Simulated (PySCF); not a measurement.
# Correlation energy of Ta⁻ (tantalum, charge -1)

[Xe] 4f14 5d4 6s2, high-spin 5D determinant. All numbers are calculated (PySCF 2.14, scalar relativity through the core potential, in def2-QZVPPD with the def2 core potential (60 electrons)). Frozen: nothing; 14 electrons correlated.

```json
{"level": "CCSD", "correlation energy (mhartree)": "-366.57"}
{"level": "(T)", "correlation energy (mhartree)": "-18.36"}
{"level": "CCSD(T)", "correlation energy (mhartree)": "-384.93"}
```

Diagnostics: T1 = 0.042, D1 = 0.2088, largest double amplitude 0.065.

Spin-orbit coupling, absent here, splits the open shell strongly. T1 exceeds 0.03, a sign that the reference determinant is poor.

Cost of the coupled-cluster step: roughly 100 core-seconds, for 14 correlated electrons.

The basis has no tight functions for the innermost shells, so their pair energies are far from complete.

This basis was not built for core-valence correlation, so the inner-shell part is incomplete.
